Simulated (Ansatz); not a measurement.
`[CH3][SnH]([CH3])[SiH3]` + acetylene → `C#[C][SnH]([CH3])[CH3]` + SiH₄  (formal exchange of groups at the Sn–Si bond)

Isolated molecules relaxed with PBE0-D4/def2-TZVP in Ansatz; ΔE leaves out vibrations. CCSD(T)/CBS adds triple-zeta CCSD(T) − MP2 to the extrapolated MP2 energy (def2 sets, frozen cores). This one scheme is used for every species. DFT in def2-TZVPP. def2 core potentials past Kr. For Sn outer-core shells are correlated without core-valence functions, which leaves a few kJ/mol of doubt a bond.

CCSD(T)/CBS gives -0.8 kJ/mol.

Another level gave +5.1 kJ/mol. Which?
A. r2SCAN/def2-TZVPP
B. ωB97X-V/def2-TZVPP
C. SCS-MP2/def2-TZVPP
D. PBE-D4/def2-TZVPP

A. r2SCAN 5.1, SCS-MP2/def2-TZVPP -13.7, PBE-D4 13.4, ωB97X-V -1.0 kJ/mol.

Largest T1 diagnostic among the species: 0.013.

In def2-TZVPP, CCSD(T) changes the Hartree–Fock value by +6.8 kJ/mol (the triples alone add −0.3 kJ/mol) and MP2 by +3.9 kJ/mol.
